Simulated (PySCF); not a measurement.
A run for PySCF: R-HF/STO-3G on FH3Sn (SMILES [F][SnH3]), a point of a bond scan (R = 1.941 Å).

```python
from pyscf import gto, scf, dft, mp
from pyscf.data.elements import chemcore

mol = gto.M(
    atom='''
    Sn   -0.23519491   -0.07216408   -0.08673068
    F     1.51443832    0.46467012    0.55846556
    H     0.08984727   -1.18217036   -1.33958590
    H    -0.96056705    1.37602894   -0.61963295
    H    -0.99947951   -0.76768566    1.26956257
    ''',
    basis='sto-3g',
    charge=0, spin=0, verbose=3, max_memory=1800)
mf = scf.RHF(mol)
mf.conv_tol = 1e-8
mf.max_cycle = 100
mf.kernel()
if not mf.converged:
    mf = mf.newton().run(mf.mo_coeff, mf.mo_occ)
```

Program output:

```
converged SCF energy = -6063.0708851169
```

The run converged.

Cost: very roughly 0.3 core-seconds.
